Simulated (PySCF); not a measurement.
The numbers are results of PySCF with PBE-D3(BJ)/def2-TZVP // B3LYP-D3(BJ)/def2-TZVP, not measurements. Isolated molecules, 0 K electronic values unless said otherwise. Excitations are Tamm–Dancoff values on a coarser integration grid. The basis has no diffuse functions, so Rydberg states are missing or too high.

Reference species (SMILES): `[AlH2][F]` (neutral, multiplicity 1).

T1 excitation (TDA): 4.98 eV
brightest of the four lowest singlets (TDA): 7.41 eV
LUMO: -2.14 eV
dipole moment: 1.30 D

Changed species: `[F][AlH][F]` (1 of 3 F replaced by H; the reference has 2 of 3 F replaced by H).

Q: What does the change do to the T1 excitation (TDA), brightest of the four lowest singlets (TDA), LUMO and dipole moment?

A: the T1 excitation (TDA) goes up by 1.50 eV, to 6.48 eV; the brightest of the four lowest singlets (TDA) goes up by 0.69 eV, to 8.10 eV; the LUMO rises by 0.48 eV, to -1.66 eV; the dipole moment is nearly the same.
